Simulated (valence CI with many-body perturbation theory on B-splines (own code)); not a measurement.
The numbers below are computed, except where a source is named.
From CI to CI+MBPT in Se²⁹⁺

Method: configuration interaction combined with many-body perturbation theory (CI+MBPT): three valence electrons over a frozen Dirac-Fock core [He], radial functions for each j: 11 s, 11 p, 9 d, 7 f, 5 g, 2 h, 1 i, with the one-electron correlation potential Σ1, the two-electron term Σ2, the three-electron term Σ3, Breit, model QED; selected CI, second order for the rest (own B-spline code, finite nucleus).

The last digits are not significant, and no measured levels were compared; by estimate large intervals hold to a few tenths of a per cent, small ones and those within an open d or f shell to about a per cent.

Each rung adds one term. CI alone is the Dirac-Coulomb CI over the frozen core; QED comes last and gives the full result, which names the levels. Energies are above (2s^2 2p1/2) J=1/2 on the same rung, in eV.

Levels are named by their leading jj configuration (3d3/2^4 stands for four electrons in 3d with j = 3/2), which in mixed levels can hold well under half, so a name can repeat and another be missing. Letters in brackets count levels of one name in rising energy.

| Level | CI alone |
| --- | --- |
| (2s^2 2p3/2) J=3/2 | 48.7 |
| (2s 2p1/2^2) J=1/2 | 78.9 |
| (2s 2p1/2 2p3/2) J=3/2 [a] | 108.6 |
| (2s 2p1/2 2p3/2) J=5/2 | 124.9 |
| (2s 2p1/2 2p3/2) J=3/2 [b] | 157.3 |
| (2s 2p1/2 2p3/2) J=1/2 | 167.2 |
| (2s 2p3/2^2) J=5/2 | 178.5 |
| (2s 2p3/2^2) J=1/2 | 218.8 |
| (2s 2p3/2^2) J=3/2 | 221.1 |
| (2p1/2^2 2p3/2) J=3/2 | 252.6 |
| (2p1/2 2p3/2^2) J=3/2 | 289.4 |
| (2p1/2 2p3/2^2) J=5/2 | 301.1 |
| (2p1/2 2p3/2^2) J=1/2 | 323.4 |
| (2p3/2^3) J=3/2 | 359.1 |
| (2s^2 3s) J=1/2 | 1849.0 |
| (2s^2 3p1/2) J=1/2 | 1880.1 |

Problem. What do these energies become with core correlation, Breit and QED?

Solution. (2s^2 2p3/2) J=3/2 47.6 (-1.11); (2s 2p1/2^2) J=1/2 78.7 (-0.26); (2s 2p1/2 2p3/2) J=3/2 [a] 107.5 (-1.09); (2s 2p1/2 2p3/2) J=5/2 122.8 (-2.13); (2s 2p1/2 2p3/2) J=3/2 [b] 155.6 (-1.71); (2s 2p1/2 2p3/2) J=1/2 166.2 (-1.05); (2s 2p3/2^2) J=5/2 176.1 (-2.49); (2s 2p3/2^2) J=1/2 217.0 (-1.79); (2s 2p3/2^2) J=3/2 218.5 (-2.67); (2p1/2^2 2p3/2) J=3/2 250.6 (-1.97); (2p1/2 2p3/2^2) J=3/2 286.8 (-2.53); (2p1/2 2p3/2^2) J=5/2 297.6 (-3.53); (2p1/2 2p3/2^2) J=1/2 321.1 (-2.30); (2p3/2^3) J=3/2 355.5 (-3.62); (2s^2 3s) J=1/2 1847.4 (-1.52); (2s^2 3p1/2) J=1/2 1878.6 (-1.54).

Problem. How does the ionisation energy move along the ladder, and which term matters most?

Solution. CI alone 3305.0, + Σ1 3305.3, + Σ2 3305.3, + Σ3 3305.2, + Breit 3302.7, + QED 3302.8 eV. The largest step is Breit, -2.5 eV. NIST lists 3301.8 ± 2.1 eV (semi-empirical).
